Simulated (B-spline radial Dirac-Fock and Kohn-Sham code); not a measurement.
Tc³⁺ 2p1/2: cross section and angular parameters

System: Tc³⁺ in the configuration 1s2 2s2 2p6 3s2 3p6 3d10 4s2 4p6 4d4; threshold 2835.0 eV (orbital energy of the model). Level of theory: Dirac-Hartree-Slater photoionisation with a Latter tail; cross sections with all multipoles, angular parameters from the dipole term and its interference with E2; a B-spline atomic structure program.

For linearly polarised light dσ/dΩ = σ/(4π) [1 + β P₂(cos θ) + (δ + γ cos²θ) sin θ cos φ], with θ from the polarisation vector and φ the angle between the beam and the projection of the electron momentum on the plane normal to the polarisation.

```tsv
hν (eV)	σ (kb)	β	γ	δ
3150	73.9	1.244	-0.228	0.005
3370	62.1	1.336	-0.124	0.014
4000	?	?	?	?
4280	32.7	1.436	0.268	0.032
4890	22.6	1.437	0.473	0.041
5414.7	17.0	1.426	0.624	0.047
7360	6.95	1.355	1.043	0.072
9260	3.49	1.278	1.331	0.097
13300	1.13	1.131	1.739	0.151
```

Q: Give the values at 4000 eV.

A: σ = 39.3 kb, β = 1.426, γ = 0.160, δ = 0.028.

Values without a named source are computed, but for edge energies of neutral atoms, which are taken from tables.
